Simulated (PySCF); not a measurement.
# Steps of a relaxation of LuSF

LuSF (singlet). PySCF 2.14.0, RKS PBE0, Lu def2-SVP with ECP28, S def2-SVP, F def2-SVP; non-relativistic Hamiltonian with scalar-relativistic core potentials where named; density fitting; no spin-orbit coupling. Origin of the start: template. Columns: position (Å) and force (eV/Å). Energies are counted from the last step; some of the 7 steps are shown. Forces carry noise of the integration grid, about 0.01 to 0.03 eV/Å.

Run from Python with OMP_NUM_THREADS=2. Where DIIS fails, smearing, a level shift and second-order steps follow.
It took 2.1 min on 2 threads of Intel(R) Xeon(R) Processor @ 2.50GHz (Skylake/Cascade Lake), with other jobs on the host, from the converged density of the start.

```xyz
3
step 0  E = 0.187 eV
Lu   -0.1425    0.0000   -0.2035    -0.95    0.00    0.63
S     1.9674    0.0000    0.7407    -0.69    0.00   -0.12
F    -1.9990    0.0000    0.6273     1.63    0.00   -0.51
```

```xyz
3
step 2  E = 0.028 eV
Lu   -0.1722    0.0000   -0.2772     0.24    0.00   -0.46
S     1.8466    0.0000    0.7777    -0.06    0.00    0.15
F    -1.8484    0.0000    0.6640    -0.18    0.00    0.31
```

```xyz
3
step 4  E = 0.000 eV
Lu   -0.1743    0.0000   -0.3714     0.06    0.00    0.08
S     1.7629    0.0000    0.8183    -0.06    0.00   -0.06
F    -1.7627    0.0000    0.7176     0.00    0.00   -0.03
```

**Question.** Where does the relaxation end?

**Answer.** It converges at step 6 in Cs:
```xyz
3
step 6  E = 0
Lu   -0.1727    0.0000   -0.3643
S     1.7671    0.0000    0.8147
F    -1.7685    0.0000    0.7141
```

**Question.** How did the contacts change?

**Answer.** 
| contact | start (Å) | end (Å) |
| --- | --- | --- |
| Lu1–S2 (S) | 2.312 | 2.270 |
| Lu1–F3 (F) | 2.034 | 1.926 |
